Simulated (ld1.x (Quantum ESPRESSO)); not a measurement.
Transferability test, PAW potential for Br (Z = 35)

ld1.x (Quantum ESPRESSO) 7.5 input, shortened:

```
&input
   title='Br', zed=35., rel=1, dft='PBE', iswitch=3,
   config='[Ar] 3d10 4s2 4p5'
 /
 &inputp
   pseudotype=3, lpaw=.true., tm=.true., lloc=-1, rcloc=0.85,
   nlcc=.false.,
   which_augfun='BESSEL', rmatch_augfun=0.75
 /
6
4S  1  0   2.00   0.00  1.25  1.65  0.0
4S  1  0   0.00  -1.10  1.25  1.65  0.0
4P  2  1   5.00   0.00  1.65  2.05  0.0
4P  2  1   0.00   0.95  1.65  2.05  0.0
3D  3  2  10.00   0.00  0.70  0.95  0.0
3D  3  2   0.00  -3.30  0.70  0.95  0.0
 &test
   configts(1)='3d10 4s2 4p5'
 /
```

Energies are relative to the spin-unpolarised reference configuration 3d10 4s2 4p5; without spin polarisation the order of configurations can differ from experiment.

```json
{"valence configuration": "3d10 4s2 4p4", "charge": "+1", "ΔE all-electron (eV)": "12.554", "error AE − PS (meV)": "-0.9"}
{"valence configuration": "3d10 4s2 4p3", "charge": "+2", "ΔE all-electron (eV)": "35.314", "error AE − PS (meV)": "+2.6"}
{"valence configuration": "3d10 4s2 4p5.3", "charge": "-0.3", "ΔE all-electron (eV)": "-1.963", "error AE − PS (meV)": "+0.4"}
{"valence configuration": "3d10 4s1 4p5", "charge": "+1", "ΔE all-electron (eV)": "25.558", "error AE − PS (meV)": "-3.0"}
{"valence configuration": "3d10 4s2 4p4.5", "charge": "+0.5", "ΔE all-electron (eV)": "5.075", "error AE − PS (meV)": "-0.6"}
{"valence configuration": "3d10 4s2 4p1", "charge": "+4", "ΔE all-electron (eV)": "115.321", "error AE − PS (meV)": "+50"}
```

**Question.** What are ΔE and the potential's error for 3d10 4s2 4p2?

**Answer.** ΔE = 69.297 eV all-electron; the error (AE − PS) is +17 meV.

Note: ghost state, extra bound levels that the all-electron valence spectrum of the same l lacks: s at -313.4 eV. A true bound ghost makes a file unfit for plane-wave use.
